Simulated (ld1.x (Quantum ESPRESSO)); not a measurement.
## Scattering properties, PAW potential for rubidium

ld1.x (Quantum ESPRESSO) 7.5 input, shortened:

```
&input
   title='Rb', zed=37., rel=1, dft='PBE', iswitch=3,
   config='[Kr] 4d1 5s0 5p0'
 /
 &inputp
   pseudotype=3, lpaw=.true., tm=.true., lloc=-1, rcloc=4.05,
   nlcc=.true., rcore=1.00,
   which_augfun='GAUSS', rmatch_augfun=1.50
 /
6
4S  1  0   2.00   0.00  1.90  2.05  0.0
5S  2  0   0.00   0.00  1.90  2.05  0.0
4P  2  1   6.00   0.00  2.30  2.70  0.0
5P  3  1   0.00   0.00  2.30  2.70  0.0
4D  3  2   1.00   0.00  3.95  4.30  0.0
4D  3  2   0.00   1.80  3.95  4.30  0.0
 &test
   configts(1)='4s2 4p6 4d1 5s0 5p0'
 /
```

The phase is arctan(r·u′/u) with u = r·R(r), unwrapped; energies in Ry, scanned from -4 to 5 Ry. A pole is an energy at which the radial function vanishes at the test radius. The pseudo phase is shifted by a multiple of π to meet the all-electron one at the reference energy, and phase errors are pseudo minus all-electron; the curves can meet again beyond the range given. Levels narrower than the energy grid can be missing from the lists of poles.

Task: For each channel, where are the poles, and over which energies does the pseudopotential scatter like the atom?

Result:

| channel | radius (bohr) | reference energy (Ry) | poles, all-electron | poles, pseudo | unbroken range about the reference energy with phases within 0.05 rad | phase error 1 Ry above the reference energy (rad) |
| --- | --- | --- | --- | --- | --- | --- |
| s | 4.63 | -0.21 | -2.43, 0.36, 3.02 | -2.43, 0.36, 3.29 | below 1.2 | +0.007 |
| p | 4.63 | -0.10 | -1.25, 0.86, 3.65 | -1.25, 0.87, 4.08 | below 1.7 | +0.004 |
| d | 4.63 | -0.05 | 0.24, 1.94, 4.87 | 0.25, 1.94 | below 0.6 | +0.307 |

Phases in the d channel:

| E (Ry) | all-electron | pseudo |
| --- | --- | --- |
| -4.00 | 1.462 | 1.463 |
| -3.52 | 1.455 | 1.456 |
| -3.04 | 1.446 | 1.447 |
| -2.56 | 1.435 | 1.436 |
| -2.08 | 1.420 | 1.421 |
| -1.60 | 1.398 | 1.399 |
| -1.12 | 1.363 | 1.365 |
| -0.64 | 1.289 | 1.292 |
| -0.16 | 0.882 | 0.886 |
| 0.32 | -1.657 | -1.639 |
| 0.80 | -2.356 | -2.208 |
| 1.28 | -4.453 | -4.434 |
| 1.76 | -4.672 | -4.672 |
| 2.24 | -4.770 | -4.765 |
| 2.72 | -4.896 | -4.857 |
| 3.20 | -5.732 | -5.060 |
| 3.68 | -7.615 | -6.608 |
| 4.16 | -7.772 | -7.581 |
| 4.64 | -7.833 | -7.725 |
